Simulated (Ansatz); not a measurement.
Consider the formal exchange of groups at a B–C bond: `C=CCB(C)F` + `C=C[SiH2][AlH2]` → `CB(F)[SiH2][AlH2]` + `C=CCC=C`.

Computed with Ansatz on PBE0-D4/def2-TZVP structures; ΔE is electronic, products minus reactants. CCSD(T)/CBS is the MP2 limit (def2-TZVPP, def2-QZVPP) plus CCSD(T) − MP2 in def2-TZVPP, frozen cores. DFT in def2-TZVPP. Each species was taken in one conformer, which may not be the lowest.

`C=CCB(C)F`:

Cartesian coordinates in Å:
```
C 0.395 -0.547 2.145
C -0.628 -0.333 1.327
C -0.695 0.748 0.291
B -0.496 0.045 -1.106
C 0.842 0.036 -1.905
F -1.550 -0.605 -1.606
H 0.390 -1.369 2.851
H 1.268 0.098 2.143
H -1.481 -1.008 1.363
H 0.079 1.496 0.477
H -1.675 1.236 0.326
H 0.984 1.022 -2.365
H 1.699 -0.109 -1.241
H 0.869 -0.710 -2.700
```

`C=C[SiH2][AlH2]`:

Z-matrix (Å, degrees):
```
Si
C 1 1.867
Al 1 2.461 2 111.4
H 1 1.492 2 108.1 3 -123.9
H 1 1.497 2 109.3 3 119.7
C 2 1.331 1 123.9 3 115.5
H 2 1.090 1 118.1 3 -62.2
H 3 1.591 1 119.7 2 36.5
H 3 1.590 1 121.9 2 -143.9
H 6 1.087 2 121.8 1 2.2
H 6 1.087 2 122.1 1 -178.1
```

`CB(F)[SiH2][AlH2]`:

Cartesian coordinates in Å:
```
C -0.474 2.015 -0.247
B -0.395 0.821 0.752
F -1.279 0.772 1.749
Si 0.943 -0.703 0.607
Al -0.072 -2.455 -0.779
H -1.467 2.469 -0.287
H -0.144 1.754 -1.254
H 0.224 2.786 0.109
H 2.166 -0.212 -0.097
H 1.343 -1.228 1.944
H -0.319 -2.169 -2.324
H -0.527 -3.851 -0.173
```

`C=CCC=C`:

Cartesian coordinates in Å:
```
C -1.410 1.797 0.608
C -0.645 0.731 0.790
C 0.535 0.367 -0.057
C 0.336 -0.942 -0.756
C 1.085 -2.020 -0.574
H -1.213 2.506 -0.190
H -2.258 2.003 1.251
H -0.877 0.038 1.597
H 0.702 1.160 -0.795
H 1.435 0.307 0.565
H -0.505 -0.986 -1.444
H 1.929 -2.015 0.110
H 0.887 -2.945 -1.104
```

Is it downhill or uphill in electronic energy at CCSD(T)/CBS, and by how much? (An estimate is asked.)

Computed: Uphill: ΔE = +47.8 kJ/mol.

What do these levels give: PBE-D4, r2SCAN-D4, PBE0-D4, ωB97X-V, ωB97M-V, B2PLYP, PBE0, MP2/def2-TZVPP, SCS-MP2/def2-TZVPP, CCSD/def2-TZVPP, MP2/def2-QZVPP, MP2/CBS(def2)? (An estimate is asked.)

Computed: PBE-D4 38.2, r2SCAN-D4 46.0, PBE0-D4 42.2, ωB97X-V 46.4, ωB97M-V 50.9, B2PLYP 48.4, PBE0 41.5, MP2/def2-TZVPP 52.5, SCS-MP2/def2-TZVPP 51.7, CCSD/def2-TZVPP 48.4, MP2/def2-QZVPP 52.9, MP2/CBS(def2) 53.0 kJ/mol.

Largest T1 diagnostic among the species: 0.014.

From PBE to PBE0 (25 % exact exchange), in def2-TZVPP and without D4, ΔE moves by +4.2 kJ/mol.
